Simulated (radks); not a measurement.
Spherical quantum dot in the effective-mass picture: electrons in a parabolic well V = omega^2 r^2 / 2 with omega = 4.35, all in effective atomic units (hartree* = m*/eps^2 hartree, bohr* = eps/m* bohr), one dielectric constant everywhere. Calculated with a radial shooting solver with Libxc functionals: non-relativistic Kohn-Sham, exchange-only LDA, spin-polarised, spherical densities. Levels are named by radial order and angular momentum (1s, 1p, 1d, 2s, ...), and open shells are averaged over m. Results are scaled to m* = 0.513 and eps = 6.4, for which hartree* = 340.8 meV and bohr* = 0.6602 nm.

N = 6, configuration 1s2 1p(up 3, down 1). This is the lowest configuration that the search found. Occupied and some empty levels:

| level | occupation | eigenvalue (meV) | <r> (nm) |
|---|---|---|---|
| 1s up | 1 | 4606.7 | 0.3951 |
| 1s down | 1 | 4680.6 | 0.3943 |
| 1p up | 3 | 5826.0 | 0.5131 |
| 1p down | 1 | 5903.6 | 0.5142 |
| 1d up | 0 | 7108.9 | 0.6048 |
| 1d down | 0 | 7180.5 | 0.6069 |
| 2s up | 0 | 7213.4 | 0.5569 |
| 2s down | 0 | 7267.9 | 0.5586 |
| 1f up | 0 | 8436.6 | 0.6826 |
| 1f down | 0 | 8499.1 | 0.6851 |

Energy (meV): total 25552.7, kinetic 8254.6, external 11269, Hartree 7660.0, exchange-correlation -1631.1.
